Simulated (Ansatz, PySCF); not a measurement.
Process, species as SMILES: CCC [propane] + 2 [H][H] (H2) → 3 C (CH4)
Each molecule is optimised on its own at B3LYP-D3(BJ)/def2-TZVP (Ansatz, a program for electronic structure).

Property: energy of full hydrogenation (enthalpy at 298 K, with B3LYP-D3(BJ) rigid-rotor harmonic-oscillator terms from PySCF), in kcal/mol. Correlated levels leave the core frozen unless marked. No spin-orbit coupling. No relativistic terms. CBS marks a two-point X^-3 extrapolation of the correlation energy; Hartree-Fock from the larger set. The bracket is a focal-point correction in the basis named.

```tsv
level	program	energy of full hydrogenation (kcal/mol)	minus last row
HF/6-31G*	Ansatz	-36.7	-8.5
HF/cc-pVDZ	Ansatz	-35.3	-7.1
RI-HF/aug-cc-pVTZ	Ansatz	-35.5	-7.3
PBE-D4/def2-TZVPD	Ansatz + dftd4	-27.2	1.0
BLYP-D4/def2-TZVPD	Ansatz + dftd4	-28.1	0.1
revPBE-D3(BJ)/def2-TZVPD	Ansatz + dftd3	-26.2	2.0
PBE0/def2-TZVPD	Ansatz	-29.8	-1.6
r2SCAN0/def2-TZVPD	Ansatz	-29.7	-1.5
M06-2X/def2-TZVPD	PySCF	-26.7	1.5
LC-wPBE-D3(BJ)/def2-TZVPD	Ansatz + dftd3	-28.2	0.0
wB97X-V/def2-TZVPD	Ansatz	-28.0	0.2
wB97X/def2-TZVPD	Ansatz	-30.1	-1.9
B2PLYP-D3(BJ)/def2-TZVPD	Ansatz + dftd3	-28.7	-0.5
B2PLYP-D4/def2-TZVPD	Ansatz + dftd4	-28.8	-0.6
MP2/STO-3G	Ansatz	-22.5	5.7
RI-MP2/aug-cc-pVTZ	Ansatz	-27.2	1.0
SCS-MP2/6-31G*	Ansatz	-26.4	1.8
CCSD(T)/STO-3G	Ansatz	-20.7	7.5
CCSD(T)/6-31G*	Ansatz	-24.0	4.2
CCSD(T)/cc-pVDZ	PySCF	-27.6	0.6
RI-MP2/CBS(cc-pVTZ,cc-pVQZ)+[CCSD(T)-MP2]/cc-pVTZ	Ansatz	-28.2	0.0
```
